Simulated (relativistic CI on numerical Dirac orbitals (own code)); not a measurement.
**Radial parameters of Ge⁷⁺**

Computed by Dirac-Coulomb-Breit CI, KLI orbitals optimised for each configuration, a model potential for QED, unscaled Slater integrals (own radial code, finite nucleus).

Slater integrals F^k, G^k are unscaled and averaged over j, outside the closed core [Ne]; ζ comes from projecting the Hamiltonian with its Breit term on Σ l·s of the shell.

- 3s2 3p6 3d7: F^2(3d,3d) = 154730, F^4(3d,3d) = 97850, ζ(3d) = 2065.1 cm⁻¹; <r>(3d) = 0.6286, <r^2>(3d) = 0.478 (bohr units).
- 3s2 3p5 3d8: ζ(3p) = 24487, F^2(3d,3d) = 154430, F^4(3d,3d) = 97647, F^2(3p,3d) = 154040, G^1(3p,3d) = 185460, G^3(3p,3d) = 115810, ζ(3d) = 2020.4 cm⁻¹; <r>(3p) = 0.6179, <r^2>(3p) = 0.4446, <r>(3d) = 0.6297, <r^2>(3d) = 0.4797 (bohr units).
- 3s2 3p6 3d6 4s: F^2(3d,3d) = 159620, F^4(3d,3d) = 101140, ζ(3d) = 2187.3, G^2(3d,4s) = 16448 cm⁻¹; <r>(3d) = 0.6124, <r^2>(3d) = 0.4523, <r>(4s) = 1.457, <r^2>(4s) = 2.383 (bohr units).

Question: Give the Racah parameters of the d shell in 3s2 3p6 3d7.

Answer: B = F²/49 − 5F⁴/441 = 2048 cm⁻¹ and C = 35F⁴/441 = 7766 cm⁻¹.

Averages of the first 10 configurations, taken without configuration mixing, which lowers the lowest level and can move excited configurations by several eV; other configurations of the list can lie among them:

```tsv
Configuration	Parity	States	Average energy above the lowest level (eV)
3s2 3p6 3d7	even	120	5.6
3s2 3p5 3d8	odd	270	102.0
3s2 3p6 3d6 4s	even	420	69.3
3s2 3p6 3d6 4p	odd	1260	84.8
3s2 3p4 3d9	even	150	200.5
3s 3p6 3d8	even	90	162.5
3s2 3p6 3d5 4s2	even	252	143.4
3s2 3p6 3d6 4d	even	2100	108.2
3s2 3p6 3d5 4s 4p	odd	3024	157.5
3s2 3p6 3d5 4p2	even	3780	174.7
```
